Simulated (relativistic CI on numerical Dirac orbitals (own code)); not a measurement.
Ligand-field terms of d5

Computed with a parametric ligand-field model of a d^n configuration (Racah B and C, spin-orbit zeta, crystal field), exact diagonalisation.

Field parameters in Wybourne normalisation: Td as Oh with Dq negative (B⁴₀ = 21Dq, B⁴₄ = √(5/14) B⁴₀). The field is a parameter set, without covalency.

B = 460 cm⁻¹, C = 1800 cm⁻¹ (C/B = 3.91), Td, no spin-orbit coupling. Tanabe-Sugano data, E/B above the lowest term (Δ = |10Dq|; b, c mark the second and third term of a kind):

```tsv
Δ/B	6A1	4T1	4T2	4T1(b)	2T2	2A2
1.0	0.00	29.40	29.54	34.55	42.11	42.19
2.8	0.00	28.43	29.39	35.44	40.80	41.47
4.6	0.00	27.06	29.08	36.67	38.47	40.32
6.4	0.00	25.53	28.59	37.97	35.64	38.95
8.2	0.00	23.91	27.88	39.26	32.54	37.43
10.0	0.00	22.24	26.96	40.47	29.32	35.83
11.8	0.00	20.55	25.86	41.56	26.03	34.19
13.6	0.00	18.83	24.59	42.49	22.69	32.51
15.4	0.00	17.12	23.23	43.25	19.35	30.83
17.2	0.00	15.38	21.76	43.86	15.95	29.11
19.0	0.00	13.63	20.22	44.33	12.52	27.37
20.8	0.00	11.88	18.63	44.70	9.08	25.63
```

The ground term stays 6A1.
